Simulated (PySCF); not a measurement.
Molecule: C2H8Cl2OSi2, net charge 0, singlet state. 
Geometry from a B3LYP-D3(BJ)/def2-TZVP (Ansatz) optimisation:
```xyz
15

C     -2.1678    -1.0660     0.5123
Si    -1.7940     0.1966    -0.8062
C     -2.3525     1.9050    -0.3191
O     -0.1482     0.2394    -1.0748
Si     1.2743     0.0695    -0.3539
Cl     1.6425    -1.9095     0.0538
Cl     1.2859     1.0944     1.4321
H     -1.7025    -0.7880     1.4607
H     -1.7960    -2.0525     0.2308
H     -3.2452    -1.1438     0.6764
H     -2.3973    -0.2009    -2.0986
H     -1.8796     2.2129     0.6159
H     -3.4356     1.9331    -0.1772
H     -2.0945     2.6365    -1.0871
H      2.3496     0.5846    -1.2011
```

Dispersion corrections to the total energy (kcal/mol) from the dftd3 and dftd4 libraries through PySCF: D3(BJ) without and D4 with the three-body term, each with the damping fitted for the functional named.

```
functional      D3(BJ)          D4
----------  ----------  ----------
revPBE          -24.80  (withheld)
BHLYP           -15.80  (withheld)
LC-wPBE         -11.22      -12.39
PBE0             -9.84       -9.62
TPSSh       (withheld)      -13.64
B2GP-PLYP        -8.80       -4.95
TPSS            -13.97      -14.88
```

Task: What belongs in the gaps?

Result: 
- revPBE, D4: -29.09
- BHLYP, D4: -14.46
- TPSSh, D3(BJ): -13.19
